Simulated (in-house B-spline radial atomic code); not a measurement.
Settings and results of a run for neutral bromine (an excited or competing configuration). Level of theory: Dirac-Hartree-Fock, average of the jj configuration, Fermi nucleus of rms radius 4.1629 fm; calculated with a B-spline radial code for spherical atoms.

In the input, a minus or plus after the letter marks the j = l - 1/2 or j = l + 1/2 subshell.

Command:
```bash
python run_scf.py task.json out
```
Settings (nuclear radius in fm, mass in u):
```
Z                35
configuration    1s2 2s2 2p6 3s2 3p6 3d10 4s1 4p-2 4p+3 6f+1
hamiltonian      dirac
method           hf
spin_polarised   False
nucleus          fermi
rms_radius       4.1629
atomic_mass      78.91834
speed_of_light   137.035999084
```

Output (hartree, bohr):
```
 radial grid: 95 intervals, B-splines of order 8, outer radius 245.7 bohr

 iter        energy (Eh)    residual
    1      -2603.4306154    4.74e-01
    2      -2603.9377873    7.99e-02
    3      -2604.0619665    1.55e-02
    4      -2604.0665420    5.63e-03
    5      -2604.0669108    1.69e-03
    6      -2604.0669667    4.88e-04
    7      -2604.0669719    6.42e-05
    8      -2604.0669720    5.84e-06
    9      -2604.0669720    1.07e-06
   10      -2604.0669720    1.05e-07

 total energy                    -2604.066972
 kinetic                           2671.30890
 electron-nucleus                 -6278.59064
 electron-electron                 1003.21477

 first-order corrections (not in the total)
   Gaunt                            1.43070
   retardation                     -0.13633
   frequency dependence            -0.00626
   self-energy                      0.95743
   Uehling                         -0.09686
   Wichmann-Kroll                   0.00104
   recoil                           0.01317

 orbital      occ     eigenvalue          <r>       <r^2>       <1/r>       r_max    small
 1s1/2      2.000     -498.98302    0.0427301  0.00245907     35.6639     0.02792  1.61e-02
 2s1/2      2.000      -67.57910     0.188689   0.0420538     7.98357      0.1589  3.21e-03
 2p1/2      2.000      -60.65611     0.162767   0.0325244     7.91704      0.1254  3.17e-03
 2p3/2      4.000      -58.89166     0.166608   0.0339514     7.66066      0.1285  3.10e-03
 3s1/2      2.000      -10.64600     0.548775    0.346054     2.60922      0.4833  7.67e-04
 3p1/2      2.000       -8.18684     0.554545    0.359528     2.49031      0.4759  7.15e-04
 3p3/2      4.000       -7.91598     0.564837    0.372951     2.42965      0.4843  6.96e-04
 3d3/2      4.000       -3.63533      0.58278    0.418119     2.16659      0.4323  5.74e-04
 3d5/2      6.000       -3.59101     0.586319    0.422903     2.15141       0.435  5.69e-04
 4s1/2      1.000       -1.45001      1.64349     3.07409    0.798067       1.412  1.10e-04
 4p1/2      2.000       -0.80289      1.94574     4.36963    0.666717       1.609  7.91e-05
 4p3/2      3.000       -0.78748      1.97726      4.5104    0.655139       1.637  7.72e-05
 6f7/2      1.000       -0.01390      47.9593      2606.1   0.0278339       52.32  3.71e-07
```

Cost of the run: 6.9 s on 1 thread of x86-64 server CPU, on a shared host.

For the Dirac Hamiltonian the kinetic term is c α·p + (β - 1)c².
